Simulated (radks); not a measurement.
Results of a calculation; reference values are marked as such.
Task: All-electron atom: Ti+ in [Ar] 3d2 4s0.5 4p0.5 (fractional occupations, a model configuration). Level of theory: non-relativistic Kohn-Sham, PBE, spin-polarised, spherical densities, point nucleus; open shells are filled with parallel spins first (a radial shooting solver on a logarithmic mesh with Libxc functionals). Some entries of the table are withheld. Estimate them.

orbital,occ.,eigenvalue (hartree),<r^2> (bohr^2)
1s up,1,-178.0250,0.006608
1s down,1,-178.0244,0.006608
2s up,1,-19.79915,0.1269
2s down,1,-19.77716,0.1267
2p up,3,-16.58259,0.1044
2p down,3,-16.56548,0.1042
3s up,1,-2.58599,(1)
3s down,1,-2.51519,(2)
3p up,3,(3),1.394
3p down,3,(4),1.392
3d up,2,-0.46926,2.886
4s up,0.5,-0.40985,11.23
3d down,0,-0.39703,2.854
4p up,0.5,-0.26904,16.82

Result: 
(1) 3s up <r^2> (bohr^2): 1.187
(2) 3s down <r^2> (bohr^2): 1.186
(3) 3p up eigenvalue (hartree): -1.74022
(4) 3p down eigenvalue (hartree): -1.66913
